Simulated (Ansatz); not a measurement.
Basis sets compared for GeO₂⁻ (the lowest doublet isomer of a short search). Charge -1, multiplicity 2. Geometry PBE-D4/def2-TZVPD. Ansatz on 4 threads of Arm Neoverse V2 on a shared host; times are rough, and most runs start from earlier orbitals.

Cartesian coordinates in Å:
```
Ge 0.1143 0.2819 -0.3533
O -0.7923 -1.0965 -0.8236
O 0.6780 0.8146 1.1769
```

The 6-31G sets use Cartesian d functions. B3LYP takes the VWN-RPA correlation. At PBE-D4/def2-SVPD, PBE-D4/def2-TZVPD the highest occupied level of the charge -1 doublet lies above zero (up to 0.21 eV). By energy differences its removal costs 2.95 eV (vertical, to the charge 0 singlet, at PBE-D4/def2-TZVPD); a positive level beside a positive removal energy at the same level points to self-interaction error. The structure comes from a short search, and lower isomers may exist.

```tsv
level	functions	energy (Eh)	HOMO (eV)	LUMO (eV)	wall time
HF/6-31G	47	-2224.6708	-3.31	6.56	0.4 s
PBE-D4/def2-SVPD	84	-2226.6712	0.16	1.10	0.86 s
B3LYP-D4/6-31G	47	-2227.1256	-0.11	2.46	0.55 s
PBE0-D4/def2-SVPD	84	-2226.6936	-1.10	1.99	1.3 s
```

**Question.** Estimate the rows for HF/def2-TZVPD, PBE-D4/def2-TZVPD, B3LYP-D4/def2-TZVPD, PBE0-D4/def2-TZVPD (with forces).

**Answer.** 
```
                           level  functions  energy (Eh)  HOMO (eV)  LUMO (eV)  wall time
                   HF/def2-TZVPD        134   -2225.1469      -4.23       4.81      1.9 s
               PBE-D4/def2-TZVPD        134   -2227.1060       0.21       1.14      1.3 s
             B3LYP-D4/def2-TZVPD        134   -2227.6059      -0.81       1.69      1.9 s
PBE0-D4/def2-TZVPD (with forces)        134   -2227.1293      -1.02       2.04      2.2 s
```
